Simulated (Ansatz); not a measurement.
System: SbH$_{2}$Te, charge 0, doublet. SbH2Te (SMILES [SbH][TeH], doublet).
B3LYP-D3(BJ)/def2-TZVP minimum from Ansatz (an electronic-structure program):
```xyz
4

Sb    -0.9190     0.7600     0.7204
H     -2.1312     0.2582    -0.3905
Te     0.9011    -0.7443    -0.7052
H      2.1381    -0.3115     0.3199
```
Charge 0, spin multiplicity 2.

Total energies in hartree (Ansatz). UHF or UKS for unpaired electrons; spin-orbit terms are left out. Correlated methods leave the cores frozen (noble-gas shells, and filled d and f shells in the p block). Past Kr the def2 sets carry scalar-relativistic core potentials. Where a partner has so few electrons that a lower coupled-cluster level is exact, that level stands in. Spin-orbit terms, left out, reach several kcal/mol for Br and I, and more for heavier atoms.

```tsv
species	HF/def2-TZVPP	CCSD(T)/def2-TZVPP	HF/def2-QZVPP	CCSD(T)/def2-QZVPP	CCSDT(Q)/def2-TZVPP
1: SbH2Te (SMILES [SbH][TeH], doublet)	-507.44408	-507.72896	-507.44797	-507.75719	-507.73110
2: Sb (quartet)	-239.27727	-239.35269	-239.27798	-239.35812	-239.35329
3: H (doublet)	-0.49981	-0.49981	-0.49998	-0.49998	-0.49981
4: Te (triplet)	-267.00555	-267.11065	-267.00694	-267.12283	-267.11130
```

Problem. Work out the atomisation energy (electronic, to ground-state atoms) in kJ/mol: take Hartree-Fock from def2-QZVPP, extrapolate the CCSD(T) correlation energy as X^-3 (X = 3, 4), and add CCSDT(Q) - CCSD(T) in def2-TZVPP. 1 hartree = 2625.5 kJ/mol.

Solution. 
Species 1: correlation (64·(-0.30922) - 27·(-0.28488))/37 = -0.32698; step -0.00214; E1 = -507.44797 + (-0.32698) + (-0.00214) = -507.77709
Species 2: correlation (64·(-0.08014) - 27·(-0.07542))/37 = -0.08358; step -0.00060; E2 = -239.27798 + (-0.08358) + (-0.00060) = -239.36216
Species 3: correlation (64·(0.00000) - 27·(0.00000))/37 = 0.00000; step +0.00000; E3 = -0.49998 + (0.00000) + (+0.00000) = -0.49998
Species 4: correlation (64·(-0.11589) - 27·(-0.10510))/37 = -0.12376; step -0.00065; E4 = -267.00694 + (-0.12376) + (-0.00065) = -267.13135
-1·E1 +1·E2 +2·E3 +1·E4 = 0.28362 hartree = 744.6 kJ/mol.
